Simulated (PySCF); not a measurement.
Input for PySCF: D3(BJ) and D4 dispersion corrections on CH5BSe (SMILES CB[SeH]), a point of a torsion scan.

```python
from pyscf import gto
from pyscf.dispersion import dftd3, dftd4

mol = gto.M(
    atom='''
    C    -0.90929750   -0.20832341    0.15748440
    B     0.31559193    0.75303797   -0.05357413
    Se    2.10780821    0.20936705    0.18327250
    H    -1.51831838   -0.25747123   -0.74499462
    H    -0.64208683   -1.22783564    0.43257994
    H    -1.56806816    0.18086106    0.93394878
    H     0.15803261    1.86951454   -0.37173768
    H     1.88316878   -1.16894669    0.55821917
    ''',
    basis='def2-svp',
    charge=0, spin=0, verbose=0, max_memory=1800)
d3, d4 = {}, {}
for xc in ['hf', 'pbe', 'blyp', 'revpbe', 'tpss', 'r2scan', 'b3lyp', 'pbe0', 'bhlyp', 'camb3lyp', 'b2plyp']:
    d3[xc] = float(dftd3.DFTD3Dispersion(mol, xc=xc, version='d3bj', atm=False).get_dispersion()['energy'])
    print(f'D3(BJ) {xc:10s} {d3[xc]:14.8f} Eh')
for xc in ['hf', 'pbe', 'blyp', 'revpbe', 'tpss', 'r2scan', 'b3lyp', 'pbe0', 'bhlyp', 'camb3lyp', 'b2plyp']:
    d4[xc] = float(dftd4.DFTD4Dispersion(mol, xc={'camb3lyp': 'cam-b3lyp'}.get(xc, xc), atm=True).get_dispersion()['energy'])
    print(f'D4     {xc:10s} {d4[xc]:14.8f} Eh')
```

Output:

```
D3(BJ) hf            -0.04312129 Eh
D3(BJ) pbe           -0.00522641 Eh
D3(BJ) blyp          -0.01143831 Eh
D3(BJ) revpbe        -0.01320885 Eh
D3(BJ) tpss          -0.00666100 Eh
D3(BJ) r2scan        -0.00141732 Eh
D3(BJ) b3lyp         -0.00938213 Eh
D3(BJ) pbe0          -0.00457139 Eh
D3(BJ) bhlyp         -0.00753083 Eh
D3(BJ) camb3lyp      -0.00423045 Eh
D3(BJ) b2plyp        -0.00445697 Eh
D4     hf            -0.01769658 Eh
D4     pbe           -0.00484215 Eh
D4     blyp          -0.01081677 Eh
D4     revpbe        -0.01521124 Eh
D4     tpss          -0.00655380 Eh
D4     r2scan        -0.00112530 Eh
D4     b3lyp         -0.00787871 Eh
D4     pbe0          -0.00405963 Eh
D4     bhlyp         -0.00604211 Eh
D4     camb3lyp      -0.00411384 Eh
D4     b2plyp        -0.00336251 Eh
```

The run finished.

Cost: roughly 0.020 core-seconds.
